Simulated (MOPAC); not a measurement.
MOPAC input (PM3):

```
PM3 FORCE THERMO(298,298) PRECISE LET CHARGE=1 GEO-OK AUX(PRECISION=9) THREADS=1
CH5Si

C    -1.12522916 1   -0.17732928 1   -0.02071188 1
Si    0.62133902 1    0.09663825 1    0.00338343 1
H    -1.69636452 1    0.54580463 1   -0.62304610 1
H    -1.42891593 1   -1.18336974 1   -0.34860084 1
H    -1.52183821 1   -0.07451597 1    1.01352736 1
H     1.17056013 1    1.45431511 1   -0.16597104 1
H     1.55374923 1   -1.02323592 1    0.22724255 1
```

From the last part of the output:

```
     H    7   1.964201

          HEAT OF FORMATION =     193.804396 KCALS/MOLE

          ZERO POINT ENERGY      30.319 KCAL/MOL

           NORMAL COORDINATE ANALYSIS (Total motion = 1 Angstrom)

   Root No.       1         2         3         4         5         6         7         8

                 1 A"      2 A"      1 A'      2 A'      3 A'      4 A'      3 A"      5 A'

                  61.3     493.0     539.7     699.1     762.1     845.1     855.3    1301.3

           1   -0.0000    0.0000    0.0072    0.1634   -0.0354    0.0083   -0.0000   -0.0564
           2   -0.0043    0.0120    0.0090    0.0112    0.0236    0.0007   -0.0602   -0.0088
           3   -0.0022    0.0063   -0.0172   -0.0214   -0.0449   -0.0014   -0.0316    0.0167
           4   -0.0000   -0.0000   -0.0041   -0.0770    0.0150   -0.0329    0.0000   -0.0033
           5   -0.0010   -0.0213    0.0081   -0.0077   -0.0126   -0.0001    0.0193    0.0002
           6   -0.0005   -0.0112   -0.0154    0.0147    0.0240    0.0002    0.0101   -0.0003
           7    0.0233    0.1099   -0.0844    0.0934   -0.1395    0.0076    0.3058    0.2466
           8    0.0103    0.0660   -0.0375   -0.0134   -0.0319    0.0020    0.0911    0.1110
           9   -0.1692    0.0571    0.0629    0.0272    0.0591    0.0013    0.0548   -0.1224
          10   -0.0233   -0.1099   -0.0844    0.0934   -0.1395    0.0076   -0.3058    0.2466
          11   -0.1333    0.0845   -0.0304   -0.0148   -0.0304   -0.0022    0.0968    0.0376
          12    0.1047    0.0219    0.0666    0.0264    0.0598   -0.0009    0.0438   -0.1609
          13    0.0000    0.0000    0.2248    0.2254    0.2466    0.0214    0.0000    0.2977
          14    0.1849    0.0349   -0.0317   -0.0081   -0.0268   -0.0023    0.0532   -0.0501
          15    0.0970    0.0183    0.0604    0.0155    0.0511    0.0044    0.0279    0.0956
          16   -0.0235   -0.2828   -0.0132   -0.1068    0.0183    0.3907    0.0932   -0.0126
          17   -0.0933    0.1450   -0.1156    0.0753    0.0796   -0.2177   -0.0224   -0.0030
          18    0.1995    0.0460    0.2231   -0.1036   -0.1516   -0.1092   -0.0329   -0.0031
          19    0.0235    0.2828   -0.0132   -0.1068    0.0183    0.3907   -0.0932   -0.0126
          20    0.1111    0.1203   -0.1178    0.0424    0.0794    0.2136   -0.0398    0.0042
          21   -0.1902    0.0931    0.2219   -0.1208   -0.1517    0.1171    0.0003    0.0007

   Root No.       9        10        11        12        13        14        15

                 4 A"      6 A'      5 A"      7 A'      8 A'      6 A"      9 A'

                1355.6    1377.8    1836.0    1841.7    2988.9    3082.0    3170.0

           1   -0.0000   -0.0235   -0.0000    0.0014    0.0026   -0.0000    0.0253
           2   -0.0372    0.0205   -0.0006   -0.0000    0.0249   -0.0498   -0.0047
           3   -0.0195   -0.0391   -0.0003    0.0001   -0.0476   -0.0261    0.0089
           4   -0.0000   -0.0001   -0.0000    0.0172    0.0007   -0.0000    0.0013
           5   -0.0001    0.0003   -0.0259   -0.0002    0.0002   -0.0004   -0.0000
           6   -0.0000   -0.0005   -0.0136    0.0003   -0.0005   -0.0002    0.0000
           7   -0.1183    0.1830   -0.0005   -0.0067    0.0754   -0.1910   -0.1419
           8   -0.0649    0.0968   -0.0019   -0.0050   -0.1448    0.4105    0.3510
           9    0.2274    0.3719    0.0002   -0.0006   -0.0287   -0.0147    0.0000
          10    0.1183    0.1830    0.0005   -0.0067    0.0754    0.1910   -0.1419
          11    0.1502   -0.3610   -0.0010    0.0034    0.1059    0.2213   -0.1995
          12   -0.1827    0.1318   -0.0017    0.0038    0.1028    0.3461   -0.2887
          13    0.0000   -0.0765   -0.0000   -0.0072   -0.2025   -0.0000   -0.0513
          14    0.3630    0.0172    0.0007    0.0019   -0.2671   -0.0290   -0.0955
          15    0.1904   -0.0327    0.0004   -0.0036    0.5093   -0.0152    0.1821
          16    0.0013   -0.0030    0.2515   -0.2380    0.0003    0.0011   -0.0009
          17    0.0025   -0.0049    0.3621   -0.3647    0.0007    0.0011   -0.0008
          18   -0.0092    0.0032    0.1965   -0.1974   -0.0019   -0.0017   -0.0000
          19   -0.0013   -0.0030   -0.2515   -0.2380    0.0003   -0.0011   -0.0009
          20   -0.0061    0.0001    0.3675    0.3697    0.0012   -0.0008    0.0005
          21    0.0073    0.0058    0.1862    0.1878   -0.0017    0.0018    0.0007

           MASS-WEIGHTED COORDINATE ANALYSIS (NORMAL COORDINATES)

   Root No.       1         2         3         4         5         6         7         8

                 1 A"      2 A"      1 A'      2 A'      3 A'      4 A'      3 A"      5 A'

                  61.3     493.0     539.7     699.1     762.1     845.1     855.3    1301.3

           1   -0.0000    0.0000    0.0526    0.7141   -0.2478    0.0424   -0.0000   -0.3447
           2   -0.0329    0.0803    0.0661    0.0490    0.1647    0.0038   -0.3780   -0.0535
           3   -0.0173    0.0421   -0.1260   -0.0935   -0.3141   -0.0072   -0.1983    0.1020
           4   -0.0000   -0.0000   -0.0464   -0.5146    0.1605   -0.2573    0.0000   -0.0313
           5   -0.0121   -0.2183    0.0910   -0.0516   -0.1346   -0.0006    0.1855    0.0016
           6   -0.0064   -0.1145   -0.1735    0.0984    0.2565    0.0012    0.0973   -0.0030
           7    0.0520    0.2132   -0.1796    0.1182   -0.2826    0.0112    0.5564    0.4364
           8    0.0230    0.1282   -0.0798   -0.0169   -0.0647    0.0030    0.1658    0.1964
           9   -0.3778    0.1108    0.1338    0.0344    0.1196    0.0019    0.0996   -0.2166
          10   -0.0520   -0.2132   -0.1796    0.1182   -0.2826    0.0112   -0.5564    0.4364
          11   -0.2977    0.1640   -0.0647   -0.0187   -0.0617   -0.0032    0.1762    0.0665
          12    0.2337    0.0425    0.1417    0.0335    0.1212   -0.0014    0.0798   -0.2847
          13    0.0000    0.0000    0.4784    0.2852    0.4995    0.0317    0.0000    0.5267
          14    0.4128    0.0678   -0.0674   -0.0103   -0.0543   -0.0034    0.0968   -0.0887
          15    0.2165    0.0356    0.1285    0.0196    0.1035    0.0065    0.0508    0.1692
          16   -0.0525   -0.5488   -0.0280   -0.1352    0.0370    0.5789    0.1697   -0.0224
          17   -0.2084    0.2815   -0.2460    0.0953    0.1613   -0.3226   -0.0407   -0.0053
          18    0.4454    0.0894    0.4748   -0.1311   -0.3070   -0.1618   -0.0598   -0.0054
          19    0.0525    0.5488   -0.0280   -0.1352    0.0370    0.5789   -0.1697   -0.0224
          20    0.2480    0.2335   -0.2508    0.0537    0.1609    0.3165   -0.0723    0.0075
          21   -0.4247    0.1808    0.4723   -0.1529   -0.3072    0.1734    0.0005    0.0013

   Root No.       9        10        11        12        13        14        15

                 4 A"      6 A'      5 A"      7 A'      8 A'      6 A"      9 A'

                1355.6    1377.8    1836.0    1841.7    2988.9    3082.0    3170.0

           1   -0.0000   -0.1286   -0.0000    0.0073    0.0132   -0.0000    0.1499
           2   -0.2237    0.1120   -0.0028   -0.0002    0.1268   -0.2565   -0.0276
           3   -0.1173   -0.2136   -0.0015    0.0004   -0.2417   -0.1345    0.0526
           4   -0.0000   -0.0009   -0.0000    0.1331    0.0056   -0.0000    0.0113
           5   -0.0006    0.0022   -0.1951   -0.0013    0.0019   -0.0028   -0.0000
           6   -0.0003   -0.0042   -0.1023    0.0025   -0.0037   -0.0014    0.0000
           7   -0.2063    0.2896   -0.0007   -0.0099    0.1111   -0.2850   -0.2431
           8   -0.1132    0.1532   -0.0028   -0.0074   -0.2132    0.6125    0.6015
           9    0.3964    0.5884    0.0002   -0.0009   -0.0422   -0.0219    0.0000
          10    0.2063    0.2896    0.0007   -0.0099    0.1111    0.2850   -0.2431
          11    0.2618   -0.5711   -0.0014    0.0049    0.1559    0.3302   -0.3420
          12   -0.3185    0.2085   -0.0024    0.0056    0.1514    0.5163   -0.4949
          13    0.0000   -0.1210   -0.0000   -0.0105   -0.2982   -0.0000   -0.0879
          14    0.6328    0.0272    0.0011    0.0028   -0.3934   -0.0432   -0.1637
          15    0.3319   -0.0518    0.0006   -0.0053    0.7500   -0.0227    0.3121
          16    0.0022   -0.0047    0.3595   -0.3488    0.0005    0.0017   -0.0016
          17    0.0044   -0.0077    0.5174   -0.5344    0.0010    0.0016   -0.0014
          18   -0.0160    0.0051    0.2807   -0.2892   -0.0028   -0.0025   -0.0001
          19   -0.0022   -0.0047   -0.3595   -0.3488    0.0005   -0.0017   -0.0016
          20   -0.0107    0.0002    0.5251    0.5418    0.0017   -0.0012    0.0008
          21    0.0127    0.0092    0.2660    0.2752   -0.0024    0.0027    0.0011

          DESCRIPTION OF VIBRATIONS

 VIBRATION          1    1A"         ATOM PAIR     ENERGY CONTRIBUTION    RADIAL
 FREQUENCY            61.25         C 1 -- H 5         +36.2% (766.9%)      0.0%
 TRANSITION DIPOLE   0.1489         C 1 -- H 4         +24.9% (636.1%)      0.6%
 TRAVEL (Ang.)       0.0000         C 1 -- H 3         +24.9% (636.1%)      0.6%
 REDUCED MASS        0.2112         Si2 -- H 6          +6.9% (334.6%)      0.0%
 EFFECTIVE MASS      3.3760
 FORCE CONSTANT      0.0005

 VIBRATION          2    2A"         ATOM PAIR     ENERGY CONTRIBUTION    RADIAL
 FREQUENCY           492.98         Si2 -- H 7         +33.8% ( 91.5%)      5.6%
 TRANSITION DIPOLE   0.3778         Si2 -- H 6         +33.8% ( 91.5%)      5.6%
 TRAVEL (Ang.)       0.5709         C 1 -- H 4         +13.3% ( 57.4%)      4.0%
 REDUCED MASS        0.4197         C 1 -- H 3         +13.3% ( 57.4%)      4.0%
 EFFECTIVE MASS      2.8756
 FORCE CONSTANT      0.0601

 VIBRATION          3    1A'         ATOM PAIR     ENERGY CONTRIBUTION    RADIAL
 FREQUENCY           539.70         C 1 -- H 5         +36.7% ( 82.7%)      6.7%
 TRANSITION DIPOLE   0.4144         C 1 -- H 4         +16.5% ( 55.4%)      0.9%
 TRAVEL (Ang.)       0.6590         C 1 -- H 3         +16.5% ( 55.4%)      0.9%
 REDUCED MASS        0.2877         Si2 -- H 7         +13.2% ( 49.6%)      0.1%
 EFFECTIVE MASS      2.0145         Si2 -- H 6         +13.2% ( 49.6%)      0.1%
 FORCE CONSTANT      0.0494

 VIBRATION          4    2A'         ATOM PAIR     ENERGY CONTRIBUTION    RADIAL
 FREQUENCY           699.12         C 1 -- Si2         +34.6% (108.5%)     97.0%
```

The dipole moment of an ion depends on the origin.
